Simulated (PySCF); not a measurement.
Geometry (Å), atoms numbered from 1 in this order:
```xyz
12

Cl    5.0791   -0.1413   -2.3230
Si    3.7806   -0.0260   -0.7127
C     2.6928    1.4429   -0.7782
C     1.3827    1.2520   -1.0887
C     0.7556   -0.0302   -1.3181
C     1.4095   -1.2048   -1.1702
O     2.6907   -1.3176   -0.8144
H     4.6187   -0.2489    0.4873
H     3.0550    2.4629   -0.6197
H     0.7267    2.1273   -1.1678
H    -0.2989   -0.0655   -1.5946
H     0.9164   -2.1715   -1.3140
```

Geometry: PBE0-D3(BJ)/def2-SVP; GIAO shifts from PySCF, gas phase, non-relativistic, averaged over equivalent atoms.

At PBE0/6-31G (81 basis functions, 9.3 s wall time on 1 thread of an Arm Neoverse V1, shared host):
```csv
atoms,δ (ppm)
Cl1,71.7
Si2,30.8
C6,147.2
C4,141.0
C3,104.8
C5,103.4
O7,137.0
H12,7.51
H10,7.30
H8,6.14
H9,5.79
H11,5.55
```

Chemical shifts δ = σref − σ; 35Cl (σ = 931.27 ppm) vs HCl; 29Si (σ = 444.75 ppm) and 13C (σ = 199.54 ppm) and 1H (σ = 32.61 ppm) vs TMS; 17O (σ = 318.49 ppm) against H2O, all at this level.

Problem. What do these become at PBE0/IGLO-III?

Solution. 
```json
{"atoms": "Cl1", "δ at PBE0/IGLO-III": "134.8", "change": "+63.1"}
{"atoms": "Si2", "δ at PBE0/IGLO-III": "-13.1", "change": "-43.9"}
{"atoms": "C6", "δ at PBE0/IGLO-III": "161.0", "change": "+13.8"}
{"atoms": "C4", "δ at PBE0/IGLO-III": "156.9", "change": "+15.9"}
{"atoms": "C3", "δ at PBE0/IGLO-III": "120.5", "change": "+15.7"}
{"atoms": "C5", "δ at PBE0/IGLO-III": "111.7", "change": "+8.3"}
{"atoms": "O7", "δ at PBE0/IGLO-III": "175.4", "change": "+38.4"}
{"atoms": "H12", "δ at PBE0/IGLO-III": "7.12", "change": "-0.39"}
{"atoms": "H10", "δ at PBE0/IGLO-III": "7.32", "change": "+0.02"}
{"atoms": "H8", "δ at PBE0/IGLO-III": "6.44", "change": "+0.30"}
{"atoms": "H9", "δ at PBE0/IGLO-III": "5.78", "change": "-0.01"}
{"atoms": "H11", "δ at PBE0/IGLO-III": "5.51", "change": "-0.04"}
```

Chemical shifts δ = σref − σ; 35Cl (σ = 944.80 ppm) vs HCl; 29Si (σ = 345.34 ppm), 13C (σ = 183.78 ppm), 1H (σ = 31.37 ppm) against TMS; 17O (σ = 327.19 ppm) vs H2O, all at this level.

The largest change is at Cl1 (chlorine bonded to Si). Cost: 313 basis functions, 83 s wall time on 1 thread of an Arm Neoverse V1, shared host. The order of the carbon signals is the same at both levels.

Experimental scales use liquid or dissolved standards, which lie at an offset from isolated H2O (liquid H2O: subtract about 36 ppm).
